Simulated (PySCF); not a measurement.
## Spinor energies of Lu⁶⁵⁺ (lutetium, charge +65)

Start: [He] 2s2 2p2; 2p1/2 filled at m_j = -1/2, +1/2. Calculated with PySCF 2.14 in an even-tempered Gaussian basis (17 s from 49 bohr⁻², ratio 2.4; 13 p from 64 bohr⁻², ratio 2.4; 5 d from 210 bohr⁻², ratio 2.6; 4 f from 310 bohr⁻², ratio 2.6): generalised Hartree-Fock with the X2C-1e Hamiltonian and a Gaussian nucleus; one run each with spin-orbit coupling (SO) switched off, then screened by Boettger's factors.

```csv
spinor shell,electrons,"ε, spin-free (eV)","ε, screened SO (eV)",weight of nominal j (screened SO),"rms radius, screened SO (bohr)"
1s1/2,2,-70698.1,-70635.7,1.000,0.0218
2s1/2,2,-17030.4,-17011.2,1.000,0.0853
2p1/2,2,-15944.8,-16758.0,1.000,0.0720
```

```
   quantity    spin-free  screened SO
E (hartree)  -7871.79072  -7933.66812
        M_J            0            0
       ⟨J²⟩        2.000        0.000
       ⟨L²⟩        2.000        1.333
       ⟨S²⟩        2.000        1.333
```

Breit and QED terms are absent; they matter most for the inner s and p1/2 levels.

Densities and radii are taken from the X2C orbitals without a picture-change correction, which distorts them close to the nucleus.

Without spin-orbit coupling the j labels of p, d and f shells carry no meaning; the spin-free column gives the mean over the occupied spinors of each nl shell.
